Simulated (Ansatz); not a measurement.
NbS₃⁻. Charge -1, multiplicity 1. Geometry PBE-D4/def2-SVPD; atoms count from 1.

Cartesian coordinates in Å:
```
Nb 0.016 1.399 0.564
S 1.009 -0.551 0.322
S -1.915 1.546 -0.411
S 0.890 -2.394 -0.475
```

In the def2 sets Nb takes a core potential; there is no spin–orbit coupling. The restricted singlet is unstable towards broken spin symmetry in Hartree–Fock (as tested in another run); at PBE0-D4/def2-TZVPD this wasn't settled. No other spin state of charge -1 was run. Another isomer (singlet) lies 3.63 eV lower at PBE0-D4/def2-TZVPD; other spin states weren't run for this one.

(1) Estimate the Mulliken populations from the PBE0/def2-TZVPD orbitals of Ansatz.

(2) And the Mayer bond orders between bonded heavy atoms (over 0.3)?

Answers

(1) 
```
atom  charge (e)  d electrons
 Nb1        0.17         3.31
  S2       -0.05            –
  S3       -0.56            –
  S4       -0.56            –
```
Mulliken values and Mayer orders depend strongly on the basis. With diffuse functions, as here, like atoms can get unlike values, and bond orders can come out too low or too high.

(2) Nb1–S2 1.27 (2.20 Å); Nb1–S3 2.12 (2.17 Å); S2–S4 1.25 (2.01 Å). Values over 0.3 also appear between atoms too far apart for a bond (Nb1–S4 0.43 at 4.03 Å); they arise where an orbital or an unpaired electron spreads over both atoms.
